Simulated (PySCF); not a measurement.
C₄H₄F₂, SMILES C#CCC(F)F.

Coordinates come from a B3LYP-D3(BJ)/def2-SVP optimisation. Other conformers were not sampled.

All values below come from PySCF with ωB97X/def2-TZVP.

Isolated molecule, no solvent.

Computed frontier levels, gap, dipole moment and polarisability:
highest occupied level: -10.59 eV
lowest empty level: 2.78 eV
orbital gap: 13.37 eV
dipole moment: 1.79 D
quadrupole, principal values (traceless, Buckingham form, about the centre of nuclear charge): -3.84, 0.76, 3.08 D·Å
mean static polarisability: 45.7 bohr³ (6.77 Å³)
polarisability, principal values: 36.1, 37.7, 63.4 bohr³
